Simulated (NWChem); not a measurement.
Species: BeHSF; SMILES [F][Be][SH]

```xyz
4

Be     0.0011    -0.6276     0.0000
F     -0.0627    -2.0023     0.0000
S      0.1291     1.2782     0.0000
H     -1.2136     1.4497     0.0000
```
Atoms are numbered in this order, from 1.

Results from NWChem. Geometry: optimised at B3LYP/6-31G* (spherical d). GIAO values for the isolated, static molecule; σ is the absolute isotropic shielding, δ = σ(reference) − σ with the isolated reference molecule computed at the same levels (19F: trichlorofluoromethane, 1H: tetramethylsilane).

For level KT2/pcSseg-1:

| Quantity | Value |
|---|---|
| σ Be1 (ppm) | 99.7 |
| δ F2 (ppm) | -178.0 |

### Question
What are these values for level PBE/pcSseg-1?

### Answer
* **σ Be1 (ppm)**: 96.8
* **δ F2 (ppm)**: -167.6
